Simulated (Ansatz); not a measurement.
Reaction (ligand exchange at a Ge–Cl bond): `[SH][Ge][Cl]` + H₂S → `[SH][Ge][SH]` + HCl

Calculated with Ansatz (gas phase, PBE0-D4/def2-TZVP geometries, no zero-point term in ΔE). CCSD(T)/CBS is the MP2 limit (def2-TZVPP, def2-QZVPP) plus CCSD(T) − MP2 in def2-TZVPP, frozen cores. This one scheme is used for every species. Functionals use def2-TZVPP. For Ge outer-core shells are correlated without core-valence functions, which leaves a few kJ/mol of doubt a bond. Scalar relativity is left out up to krypton. Each species was taken in one conformer, which may not be the lowest.

```tsv
level	ΔE (eV)
r2SCAN-D4	0.21
PBE0-D4	0.20
ωB97X-V	0.26
B2PLYP	0.25
HF/def2-TZVPP	0.33
SCS-MP2/def2-TZVPP	0.22
SCS-MP2/def2-QZVPP	0.22
CCSD/CBS(def2)	0.22
```

Task: What does CCSD(T)/CBS give? (An estimate is asked.)

Result: The calculation gave: +0.20 eV. The listed levels differ from it by 0.01, 0.00, 0.06, 0.05, 0.13, 0.02, 0.02, 0.02 eV.

Largest T1 diagnostic among the species: 0.014.

In def2-TZVPP, CCSD(T) changes the Hartree–Fock value by −0.13 eV (the triples alone add −0.02 eV) and MP2 by −0.15 eV.
